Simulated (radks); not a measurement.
Task: Coherent X-ray form factor from a spherical all-electron density. Calculated with a radial shooting solver on a logarithmic mesh with Libxc functionals: scalar-relativistic Kohn-Sham, OLYP, spin-unpolarised, spherical densities, finite nucleus; Fermi nuclear charge, rms radius of each element as measured or else 0.836 A^(1/3) + 0.57 fm.

sin(theta)/lambda (1/angstrom)  f0 (electrons)
0.05                                    70.420
0.1                                     68.766
0.15                                    66.262
0.2                                     63.199
0.25                                    59.855
0.3                                     56.452
0.4                                     50.006
0.5                                     44.394
0.6                                     39.624
0.8                                     31.976
1                                       26.158
1.25                                    21.003
1.5                                     17.718
2                                       13.994

The species is in the configuration that NIST lists as its ground one. Which atom or ion scatters so?

Result: The rhenium ion Re4+, [Xe] 4f14 5d3. Extrapolating in s^2 from the first two rows gives f0(0) = 71.0, near the electron count 71; among species with that count, the fall with angle is slower the higher Z, and the table is that of Z = 75; from so few rows the species is fixed only to a neighbour or two.
